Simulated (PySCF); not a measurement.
Se, charge -1, doublet; SVWN5/STO-3G (PySCF).

Input for PySCF:
```python
from pyscf import gto, scf, dft

mol = gto.M(
    atom='''
Se    0.000000    0.000000    0.000000
''',
    basis='sto-3g',
    charge=-1,
    spin=1,
    verbose=4,
)

mf = dft.UKS(mol)
mf.xc = 'lda,vwn'
mf.kernel()
mf.analyze()
```

Q: What does PySCF print? Leave out banner, timings and long lists.

A: 
```
PySCF version 2.14.0

[INPUT] verbose = 4
[INPUT] num. atoms = 1
[INPUT] num. electrons = 35
[INPUT] charge = -1
[INPUT] spin (= nelec alpha-beta = 2S) = 1
[INPUT] symmetry False subgroup None
[INPUT] Mole.unit = angstrom
[INPUT] Symbol           X                Y                Z      unit          X                Y                Z       unit  Magmom
[...]
nuclear repulsion = 0
number of shells = 8
number of NR pGTOs = 54
number of NR cGTOs = 18
basis = sto-3g
ecp = {}

******** <class 'pyscf.dft.uks.UKS'> ********
method = UKS
initial guess = minao
damping factor = 0
level_shift factor = 0
DIIS = <class 'pyscf.scf.diis.CDIIS'>
diis_start_cycle = 1
diis_space = 8
diis_damp = 0
SCF conv_tol = 1e-09
SCF conv_tol_grad = None
SCF max_cycles = 50
direct_scf = True
direct_scf_tol = 1e-13
number electrons alpha = 18  beta = 17
XC library pyscf.dft.libxc version 7.1.2
    S. Lehtola, C. Steigemann, M. J. T. Oliveira, and M. A. L. Marques,  SoftwareX 7, 1–5 (2018)
XC functionals = lda,vwn
    P. A. M. Dirac,  Math. Proc. Cambridge Philos. Soc. 26, 376 (1930)
    F. Bloch,  Z. Phys. 57, 545 (1929)
    S. H. Vosko, L. Wilk, and M. Nusair,  Can. J. Phys. 58, 1200 (1980)
radial grids:
    Treutler-Ahlrichs [JCP 102, 346 (1995); DOI:10.1063/1.469408] (M4) radial grids

becke partition: Becke, JCP 88, 2547 (1988); DOI:10.1063/1.454033
pruning grids: <function nwchem_prune>
grids dens level: 3
symmetrized grids: False
atomic radii adjust function: <function treutler_atomic_radii_adjust>
small_rho_cutoff = 0
Set gradient conv threshold to 3.16228e-05
tot grids = 20424
init E= -2368.06214550319
cycle= 1 E= -2371.02600364464  delta_E= -2.96  |g|= 0.073  |ddm|= 1.19
cycle= 2 E= -2371.02713946823  delta_E= -0.00114  |g|= 0.000332  |ddm|= 1.62
cycle= 3 E= -2371.02713932774  delta_E= 1.4e-07  |g|= 0.000911  |ddm|= 1.63
cycle= 4 E= -2371.02713932799  delta_E= -2.49e-10  |g|= 0.00091  |ddm|= 1.63
cycle= 5 E= -2371.02713934352  delta_E= -1.55e-08  |g|= 0.000862  |ddm|= 1.63
cycle= 6 E= -2371.02713932709  delta_E= 1.64e-08  |g|= 0.000913  |ddm|= 1.63
cycle= 7 E= -2371.02713932709  delta_E= -9.09e-13  |g|= 0.000913  |ddm|= 1.63
cycle= 8 E= -2371.02713932709  delta_E= -3.18e-12  |g|= 0.000913  |ddm|= 1.63
cycle= 9 E= -2371.02713932709  delta_E= -1.36e-12  |g|= 0.000913  |ddm|= 0.0133
cycle= 10 E= -2371.02713932709  delta_E=    0  |g|= 0.000913  |ddm|= 0.00963
cycle= 11 E= -2371.02713932708  delta_E= 1.09e-11  |g|= 0.000913  |ddm|= 0.0107
[...]
cycle= 44 E= -2371.02713930869  delta_E= -1e-08  |g|= 0.000967  |ddm|= 0.192
cycle= 45 E= -2371.02713932658  delta_E= -1.79e-08  |g|= 0.000914  |ddm|= 1.63
cycle= 46 E= -2371.02713932702  delta_E= -4.42e-10  |g|= 0.000913  |ddm|= 0.573
cycle= 47 E= -2371.02713932703  delta_E= -8.19e-12  |g|= 0.000913  |ddm|= 0.0904
cycle= 48 E= -2371.02713932641  delta_E= 6.16e-10  |g|= 0.000915  |ddm|= 0.237
cycle= 49 E= -2371.0271392906  delta_E= 3.58e-08  |g|= 0.00102  |ddm|= 1.63
cycle= 50 E= -2371.02713935635  delta_E= -6.57e-08  |g|= 0.000819  |ddm|= 1.32
SCF not converged.
SCF energy = -2371.02713935635 after 50 cycles  <S^2> = 0.75  2S+1 = 2
**** SCF Summaries ****
Total Energy =                       -2371.027139356351654
Nuclear Repulsion Energy =               0.000000000000000
One-electron Energy =                -3344.096511011312941
Two-electron Energy =                  973.069371654961515
Two-electron Coulomb Energy =         1057.797652650375312
DFT Exchange-Correlation Energy =      -84.728280995413812
**** MO energy ****
                             alpha | beta                alpha | beta
[...]
To work with the spin densities directly, `use mulliken_meta_spin()` only printing them here.

 ** Mulliken spin pop alpha/beta on meta-lowdin orthogonal AOs **
 ** Mulliken Spin Density (per AO)  **
spin_pop of  0 Se 1s        0.00000
spin_pop of  0 Se 2s        0.00000
spin_pop of  0 Se 3s       -0.00000
spin_pop of  0 Se 4s       -0.00000
spin_pop of  0 Se 2px       0.00000
spin_pop of  0 Se 2py       0.00000
spin_pop of  0 Se 2pz       0.00000
spin_pop of  0 Se 3px       0.00044
spin_pop of  0 Se 3py       0.00011
spin_pop of  0 Se 3pz       0.00068
spin_pop of  0 Se 4px       0.35816
spin_pop of  0 Se 4py       0.08996
spin_pop of  0 Se 4pz       0.55063
spin_pop of  0 Se 3dxy     -0.00000
spin_pop of  0 Se 3dyz     -0.00000
spin_pop of  0 Se 3dz^2     0.00000
spin_pop of  0 Se 3dxz      0.00000
spin_pop of  0 Se 3dx2-y2    0.00000
 ** Mulliken Spin Density (per atom)  **
spin density of  0 Se =      1.00000
 ** Mulliken pop alpha/beta on meta-lowdin orthogonal AOs **
 ** Mulliken pop       alpha | beta **
[...]
In total            18.00000 | 17.00000
 ** Mulliken atomic charges   ( Nelec_alpha | Nelec_beta ) **
charge of  0Se =     -1.00000  (    18.00000     17.00000 )

WARN: System has nonzero charge -1; the dipole moment is origin-dependent.
Location of origin: [0. 0. 0.]

Dipole moment(X, Y, Z, Debye): -0.00000, -0.00000, -0.00000
```

The run did not converge; its last values are not results.
